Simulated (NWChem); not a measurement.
# C$_{2}$H$_{8}$O$_{2}$Si; SMILES OCC[SiH2]O

```xyz
13

O     -0.0906     2.7996     0.0099
C     -0.3472     1.4350    -0.2978
C      0.6401     0.4651     0.3587
Si     0.4444    -1.3511    -0.1288
O     -1.0159    -2.0086     0.3527
H     -0.1441     2.8968     0.9736
H     -1.3813     1.1615    -0.0260
H     -0.2730     1.3725    -1.3890
H      1.6643     0.7749     0.1041
H      0.5571     0.5352     1.4540
H      0.6166    -1.4668    -1.6091
H      1.4804    -2.1587     0.5604
H     -1.7979    -1.7455    -0.1509
```
Atoms are numbered in this order, from 1.

Results from NWChem. Pople sets run with spherical d functions. All runs use the structure optimised with B3LYP/6-31G* (spherical d). Level: B3LYP/6-31G* with SMD (1 M gas to 1 M solution), gas-phase geometry. Reactions with the solvent are ignored.

For solvent toluene:

```yaml
solvation free energy (kcal/mol): -5.3
cavity-dispersion-structure term (kcal/mol): -2.0
dipole in solution (D): 0.99
```

Task: How do the values read with solvent water instead?

Result: 
| Item | Result |
|---|---|
| solvation free energy (kcal/mol) | -9.7 |
| cavity-dispersion-structure term (kcal/mol) | 3.3 |
| dipole in solution (D) | 1.21 |
